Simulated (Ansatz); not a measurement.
**Telling isomers of H6O2SSi2 apart by their spectra**

These gas-phase data were calculated for one isomer of H6O2SSi2 at PBE0-D3(BJ)/def2-SVP (harmonic, unscaled wavenumbers; equilibrium rotational constants with average atomic masses):

```
rotational constants            : 4.238, 1.595, 1.248 GHz
all wavenumbers above 1500 cm⁻¹ : 3928, 3923, 2337, 2261, 2253, 2233
```

Candidates:

(1) `O[SiH](O)S[SiH3]`, a singlet
(2) `O[Si@H](S)O[SiH3]`, a singlet

Question: Assign the data to one candidate and say why.

Answer: Candidate (1). No mode falls between 2500 and 2800 cm⁻¹, where the S–H stretch of (2) would stand.

The same quantities for all candidates:

```tsv
	rotational constants (GHz)	wavenumbers above 1500 cm⁻¹	E above the lowest, PBE0-D3(BJ)/def2-SVP (kcal/mol)
(1)	4.238, 1.595, 1.248	3928, 3923, 2337, 2261, 2253, 2233	6.2
(2)	3.367, 1.517, 1.118	3921, 2715, 2304, 2262, 2243, 2242	0.0
```

Harmonic stretches to hydrogen usually lie a few per cent above observed fundamentals. Each candidate is one conformer. Programs: Ansatz 0.2.0.
